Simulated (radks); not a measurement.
Spherical quantum dot in the effective-mass picture: electrons in a parabolic well V = omega^2 r^2 / 2 with omega = 0.197, with a point charge +1 (a donor) at the centre, all in effective atomic units (hartree* = m*/eps^2 hartree, bohr* = eps/m* bohr), one dielectric constant everywhere. Calculated with a radial shooting solver with Libxc functionals: non-relativistic Kohn-Sham, LDA (Slater exchange, Perdew-Wang correlation), spin-polarised, spherical densities. Levels are named by radial order and angular momentum (1s, 1p, 1d, 2s, ...), and open shells are averaged over m.

N = 18, configuration 1s2 1p6 1d(up 5, down 3) 2s2. This is the lowest configuration that the search found. Occupied and some empty levels:

level    occupation  eigenvalue (hartree*)  <r> (bohr*)
1s up             1                 3.0972        3.042
1s down           1                 3.1008        2.922
1p up             3                 3.1980        5.626
1p down           3                 3.2070        5.615
2s up             1                 3.2199        4.907
2s down           1                 3.2263        5.006
1d up             5                 3.2702        6.219
1d down           3                 3.2795        6.229
1f up             0                 3.3551        6.666
1f down           0                 3.3641        6.684
2p up             0                 3.4060        5.523
2p down           0                 3.4116        5.524
1g up             0                 3.4515        7.047
1g down           0                 3.4600        7.069

Energy (hartree*): total 32.9031, kinetic 2.6863, external 7.4399, Hartree 26.167, exchange-correlation -3.3896.
